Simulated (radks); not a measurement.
The numbers below are computed, except where a source is named.
Spin polarisation of the 1s1 shell in Be3+. Start: 1s(up 0.5, down 0.5); electrons of 1s are moved from spin down to spin up, other shells keep equal spins. Code: a radial shooting solver on a logarithmic mesh with Libxc functionals. Model: scalar-relativistic Kohn-Sham, PBEsol, spin-polarised, spherical densities, point nucleus.

| moment (Bohr magnetons) | E - E(0) (eV) | e(1s up) (eV) | e(1s down) (eV) |
|---|---|---|---|
| 0 | 0.000 | -184.73 | -184.73 |
| 0.25 | -0.286 | -186.82 | -182.22 |
| 0.5 | -1.163 | -188.60 | -179.08 |
| 0.75 | -2.702 | -190.10 | -174.76 |

At moment 0.75 the spin-polarisation energy is -2.702 eV and the 1s exchange splitting 15.345 eV, that is 20.460 eV per Bohr magneton; E = -I m^2/4 would give I = 19.211 eV.
